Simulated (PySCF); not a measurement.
C8H6N (charge +1).
InChI=1S/C8H6N/c9-7-8-5-3-1-2-4-6-8/h1-6H/q+1

Theory: PySCF 2.14.0, PBE0-D3(BJ)/def2-SVP geometry optimisation, gas phase.

Masses are those of the commonest isotopes; rigid-rotor values at the optimised geometry. 

(1) What are A, B and C (GHz)?

(2) What kind of rotor is it?

(3) What does the inertial defect say?

(4) Give the coordinates in the principal-axis frame, origin at the centre of mass.

(5) List the rotational levels J(Ka,Kc) to J = 3 (MHz).

(6) Which lines would a microwave search look for?

(7) Estimate the classical rotational partition function at 10 K, 100 K and 500 K.

Answers

(1) Ia = 134.61, Ib = 414.48, Ic = 549.09 u·Å²; 505379 MHz·u·Å²/I gives 3754, 1219 and 920.4 MHz, that is A = 3.7544, B = 1.2193, C = 0.9204 GHz.

(2) An asymmetric top: κ = (2 × 1219 − 3754 − 920.4)/(3754 − 920.4) = -0.79.

(3) Planar: Δ = Ic − Ia − Ib = 0.00 u·Å². For a rigid frame Δ = −2 Σ m c², so it vanishes when all atoms lie in the ab plane; here none is more than 0.01 Å from it.

(4) The sense of each axis is arbitrary; atoms in the order of the calculation.
```json
{"atom": "N1", "mass (u)": "14.003", "a (Å)": "3.414", "b (Å)": "0.000", "c (Å)": "0.000"}
{"atom": "C2", "mass (u)": "12.000", "a (Å)": "2.256", "b (Å)": "0.001", "c (Å)": "0.000"}
{"atom": "C3", "mass (u)": "12.000", "a (Å)": "0.821", "b (Å)": "0.002", "c (Å)": "0.000"}
{"atom": "C4", "mass (u)": "12.000", "a (Å)": "0.199", "b (Å)": "1.264", "c (Å)": "0.000"}
{"atom": "C5", "mass (u)": "12.000", "a (Å)": "-1.161", "b (Å)": "1.565", "c (Å)": "0.000"}
{"atom": "C6", "mass (u)": "12.000", "a (Å)": "-2.257", "b (Å)": "0.696", "c (Å)": "0.000"}
{"atom": "C7", "mass (u)": "12.000", "a (Å)": "-2.255", "b (Å)": "-0.699", "c (Å)": "0.000"}
{"atom": "C8", "mass (u)": "12.000", "a (Å)": "-1.158", "b (Å)": "-1.566", "c (Å)": "0.000"}
{"atom": "C9", "mass (u)": "12.000", "a (Å)": "0.202", "b (Å)": "-1.262", "c (Å)": "0.000"}
{"atom": "H10", "mass (u)": "1.008", "a (Å)": "0.879", "b (Å)": "2.121", "c (Å)": "0.000"}
{"atom": "H11", "mass (u)": "1.008", "a (Å)": "-1.402", "b (Å)": "2.632", "c (Å)": "0.000"}
{"atom": "H12", "mass (u)": "1.008", "a (Å)": "-3.242", "b (Å)": "1.173", "c (Å)": "0.000"}
{"atom": "H13", "mass (u)": "1.008", "a (Å)": "-3.239", "b (Å)": "-1.179", "c (Å)": "0.000"}
{"atom": "H14", "mass (u)": "1.008", "a (Å)": "-1.396", "b (Å)": "-2.634", "c (Å)": "0.000"}
{"atom": "H15", "mass (u)": "1.008", "a (Å)": "0.884", "b (Å)": "-2.118", "c (Å)": "0.000"}
```

(5) Above 0(0,0):
J = 1: 1(0,1) 2140, 1(1,1) 4675, 1(1,0) 4974
J = 2: 2(0,2) 6394, 2(1,2) 8655, 2(1,1) 9552, 2(2,1) 17157, 2(2,0) 17182
J = 3: 3(0,3) 12715, 3(1,3) 14611, 3(1,2) 16403, 3(2,2) 23576, 3(2,1) 23700, 3(3,1) 37014, 3(3,0) 37015

(6) The dipole components (about the centre of mass, as the species is charged) are |μa| = 6.55 D, |μb| = 0.00 D, |μc| = 0.00 D; the symmetry axis of this C2v structure is a, so μb and μc vanish by symmetry and there are no b-type or c-type lines. Some lines, for components of 0.1 D or more:

| type | branch | J(Ka,Kc) | MHz | lower level (cm⁻¹) |
| --- | --- | --- | --- | --- |
| a | Q | 4(2,2) ← 4(2,3) | 363 | 1.071 |
| a | Q | 2(1,1) ← 2(1,2) | 897 | 0.289 |
| a | Q | 3(1,2) ← 3(1,3) | 1792 | 0.487 |
| a | R | 1(0,1) ← 0(0,0) | 2140 | 0.000 |
| a | R | 2(1,2) ← 1(1,1) | 3980 | 0.156 |
| a | R | 2(0,2) ← 1(0,1) | 4254 | 0.071 |
| a | R | 2(1,1) ← 1(1,0) | 4578 | 0.166 |
| a | R | 3(0,3) ← 2(0,2) | 6321 | 0.213 |
| a | R | 3(2,2) ← 2(2,1) | 6419 | 0.572 |
| a | R | 3(2,1) ← 2(2,0) | 6518 | 0.573 |
| a | R | 3(1,2) ← 2(1,1) | 6851 | 0.319 |
| a | R | 4(1,4) ← 3(1,3) | 7915 | 0.487 |
| a | R | 4(2,3) ← 3(2,2) | 8539 | 0.786 |
| a | R | 4(3,2) ← 3(3,1) | 8605 | 1.235 |
| a | R | 4(3,1) ← 3(3,0) | 8613 | 1.235 |
| a | R | 4(2,2) ← 3(2,1) | 8779 | 0.791 |

(7) Point group C2v, symmetry number σ = 2; q = (√π/σ)·√((kT/h)³/(ABC)), k/h = 20836.6 MHz/K: 1300 at 10 K, 41100 at 100 K, 459000 at 500 K.

PBE0-D3(BJ)/def2-SVP frequencies: not computed here. These are rigid-rotor constants of the computed structure; measured ground-state constants (B0) also hold zero-point vibration. Quadrupole hyperfine structure (14N) is left out.
